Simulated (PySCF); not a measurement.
C3H3Cl3. Atoms are numbered in the order given.

```xyz
9

C     -2.0631     0.8813     0.0000
C     -0.5811     0.6829     0.0000
Cl     0.3558     2.1531     0.0000
C      0.0662    -0.5129     0.0000
Cl    -0.8008    -2.0215     0.0000
Cl     1.7865    -0.6696     0.0000
H     -2.5929    -0.0879     0.0000
H     -2.3727     1.4628     0.8931
H     -2.3727     1.4628    -0.8931
```
Charge 0, spin multiplicity 1.

The structure is a stationary point at PBE-D3(BJ)/def2-SVP.

These are KT2/pcSseg-1 run with PySCF values and carry that method's errors.

GIAO shieldings, no solvent; atoms listed in one row are averaged. δ = σ(ref) − σ: ¹³C against TMS (σ = 185.1 ppm); ³⁵Cl against HCl (σ = 945.4 ppm); ¹H against TMS (σ = 31.47 ppm), references at their B3LYP-D3(BJ)/def2-TZVP geometries, non-relativistic (without spin–orbit terms, shifts of atoms bonded to Cl or Br come out too high).

```json
[
 {"nucleus": "¹³C", "atoms": "C2", "count": "1", "δ (ppm)": "137.1"},
 {"nucleus": "¹³C", "atoms": "C4", "count": "1", "δ (ppm)": "132.3"},
 {"nucleus": "¹³C", "atoms": "C1", "count": "1", "δ (ppm)": "29.1"},
 {"nucleus": "³⁵Cl", "atoms": "Cl6", "count": "1", "δ (ppm)": "352.0"},
 {"nucleus": "³⁵Cl", "atoms": "Cl5", "count": "1", "δ (ppm)": "343.0"},
 {"nucleus": "³⁵Cl", "atoms": "Cl3", "count": "1", "δ (ppm)": "299.9"},
 {"nucleus": "¹H", "atoms": "H7, H8, H9", "count": "3", "δ (ppm)": "2.81"}
]
```
